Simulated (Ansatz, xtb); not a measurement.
# Ranking isomers of C4H6S2Si

6 gas-phase structures of C4H6S2Si, from a drawn sample of its isomers (lower ones may exist). Each was relaxed with GFN2-xTB:

A. `[SiH3]c1cc(S)cs1`, a singlet
B. `[SiH3]c1ccsc1S`, a singlet
C. `[SiH3]c1sccc1S`, a singlet
D. `[SiH3]c1cscc1S`, a singlet
E. `[SiH3]c1ccc(S)s1`, a singlet
F. `[SiH3]c1csc(S)c1`, a singlet

**Question.** Make a reasoned guess at their ranking by r2SCAN-D4/def2-SVP single-point energy.

**Answer.** Calculated order at r2SCAN-D4/def2-SVP: C (0.000), A (0.041), E (0.060), D (0.083), B (0.111), F (0.176) eV. Less than 1 kcal/mol parts C and A; A and E; E and D; D and B, so the order within those pairs means little.

Energies above the lowest of each column, in eV; the last columns are at PBE0-D3(BJ)/def2-SVP geometries:

| structure | GFN2-xTB | HF/STO-3G | r2SCAN-D4/def2-SVP | PBE0-D3(BJ)/def2-SVP | CCSD(T)/def2-SVP + ΔMP2/def2-TZVPP |
| --- | --- | --- | --- | --- | --- |
| C | 0.000 | 0.049 | 0.000 | 0.000 | 0.000 |
| A | 0.019 | 0.018 | 0.041 | 0.074 | 0.044 |
| E | 0.107 | 0.000 | 0.060 | 0.122 | 0.120 |
| D | 0.011 | 0.104 | 0.083 | 0.055 | 0.052 |
| B | 0.067 | 0.070 | 0.111 | 0.076 | 0.090 |
| F | 0.121 | 0.017 | 0.176 | 0.127 | 0.112 |

CCSD(T)/def2-SVP + ΔMP2/def2-TZVPP puts C lowest; HF/STO-3G picks E. CCSD(T)/def2-SVP + ΔMP2/def2-TZVPP orders those it was run on as C (0.000), A (0.044), D (0.052), B (0.090), F (0.112), E (0.120) eV. Less than 1 kcal/mol parts A and D; D and B; B and F; F and E, so the order within those pairs means little. Flexible structures stand in one conformer each, not always the lowest. ΔMP2 is the change of the MP2 energy from the smaller to the larger basis.

Over these structures GFN2-xTB departs from r2SCAN-D4/def2-SVP by 0.033 eV on average once a common shift is removed. A GFN2-xTB relaxation took about 0.17 s and the r2SCAN-D4/def2-SVP energy about 3.3 s on a shared host (Ansatz 0.2.0, xtb 6.7.1).
